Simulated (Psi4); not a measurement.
ISn, doublet, at a GFN2-xTB geometry (such geometries of metal compounds can be far from the true shape) (the spin is typed, not shown lowest) (core potentials on I, Sn).

Here is a job for Psi4.
```
memory 2 GB

molecule {
0 2
Sn   -0.00000000   -0.00000000   -1.39442545
I     0.00000000    0.00000000    1.31549570
}

set {
  basis def2-svpd
  reference uks
}

energy('pbe')
print_variables()
```

**Question.** Estimate the nuclear repulsion energy that PBE/def2-SVPD (Psi4) returns for this input.

**Answer.** 107.4007 Eh

**Question.** Give the <S^2> at the level PBE/def2-SVPD.

**Answer.** 0.753

**Question.** Predict the total energy from PBE/def2-SVPD.

**Answer.** -512.019188 Ha

**Question.** What is the computed dipole moment (PBE/def2-SVPD)?

**Answer.** 1.91 D

**Question.** What number of basis functions does PBE/def2-SVPD give?

**Answer.** 67

These values belong to the state on which the SCF converged, which isn't shown to be the lowest.
